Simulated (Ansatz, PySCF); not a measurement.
C₂H₆FGaO, SMILES [Ga]([F])([CH2]C)[OH]. Atoms are numbered in the order given.

```xyz
11

Ga     0.1281     0.1619     0.3391
F      0.9245     0.0537     1.8975
C     -0.1287    -1.4357    -0.7597
C     -0.8351    -1.2016    -2.0903
H     -0.6782    -2.1578    -0.1328
H      0.8722    -1.8751    -0.9062
H     -0.2806    -0.5014    -2.7349
H     -1.8464    -0.7870    -1.9539
H     -0.9467    -2.1398    -2.6573
O     -0.3492     1.8410    -0.0030
H     -0.7933     1.9667    -0.8473
```

Geometry: PBE0-D3(BJ)/def2-SVP. The structure was generated by enumeration; whether it is a known compound was not checked. Other conformers were not sampled.

Two levels are set side by side: PBE-D3(BJ)/def2-SVP (Ansatz, a program for electronic structure) and PBE0-D3(BJ)/def2-SVP (Ansatz). Each level has its own optimised geometry; the coordinates shown are those of the second. Frequencies come from the Hessian of PySCF at each geometry. Differences are taken from unrounded values.

```json
[
 {"quantity": "mean bond length (Å)", "PBE0-D3(BJ)": "1.349", "PBE-D3(BJ)": "1.360", "PBE-D3(BJ) minus PBE0-D3(BJ)": "0.012"},
 {"quantity": "bond Ga1–F2 (Å)", "PBE0-D3(BJ)": "1.754", "PBE-D3(BJ)": "1.772", "PBE-D3(BJ) minus PBE0-D3(BJ)": "0.018"},
 {"quantity": "bond Ga1–C3 (Å)", "PBE0-D3(BJ)": "1.956", "PBE-D3(BJ)": "1.973", "PBE-D3(BJ) minus PBE0-D3(BJ)": "0.017"},
 {"quantity": "bond Ga1–O10 (Å)", "PBE0-D3(BJ)": "1.779", "PBE-D3(BJ)": "1.801", "PBE-D3(BJ) minus PBE0-D3(BJ)": "0.023"},
 {"quantity": "bond C3–C4 (Å)", "PBE0-D3(BJ)": "1.525", "PBE-D3(BJ)": "1.532", "PBE-D3(BJ) minus PBE0-D3(BJ)": "0.007"},
 {"quantity": "bond C3–H5 (Å)", "PBE0-D3(BJ)": "1.103", "PBE-D3(BJ)": "1.111", "PBE-D3(BJ) minus PBE0-D3(BJ)": "0.008"},
 {"quantity": "bond C3–H6 (Å)", "PBE0-D3(BJ)": "1.103", "PBE-D3(BJ)": "1.111", "PBE-D3(BJ) minus PBE0-D3(BJ)": "0.008"},
 {"quantity": "bond C4–H7 (Å)", "PBE0-D3(BJ)": "1.101", "PBE-D3(BJ)": "1.110", "PBE-D3(BJ) minus PBE0-D3(BJ)": "0.008"},
 {"quantity": "bond C4–H8 (Å)", "PBE0-D3(BJ)": "1.101", "PBE-D3(BJ)": "1.110", "PBE-D3(BJ) minus PBE0-D3(BJ)": "0.008"},
 {"quantity": "bond C4–H9 (Å)", "PBE0-D3(BJ)": "1.102", "PBE-D3(BJ)": "1.110", "PBE-D3(BJ) minus PBE0-D3(BJ)": "0.008"},
 {"quantity": "bond O10–H11 (Å)", "PBE0-D3(BJ)": "0.962", "PBE-D3(BJ)": "0.975", "PBE-D3(BJ) minus PBE0-D3(BJ)": "0.013"},
 {"quantity": "highest harmonic wavenumber (cm⁻¹)", "PBE0-D3(BJ)": "3920", "PBE-D3(BJ)": "3734", "PBE-D3(BJ) minus PBE0-D3(BJ)": "-186"},
 {"quantity": "mean harmonic wavenumber (cm⁻¹)", "PBE0-D3(BJ)": "1311", "PBE-D3(BJ)": "1267", "PBE-D3(BJ) minus PBE0-D3(BJ)": "-43"},
 {"quantity": "zero-point energy (kcal/mol)", "PBE0-D3(BJ)": "50.59", "PBE-D3(BJ)": "48.92", "PBE-D3(BJ) minus PBE0-D3(BJ)": "-1.67"}
]
```

Exact exchange shortens and stiffens bonds; PBE has none. Differences between two approximate levels are no errors against the true value.
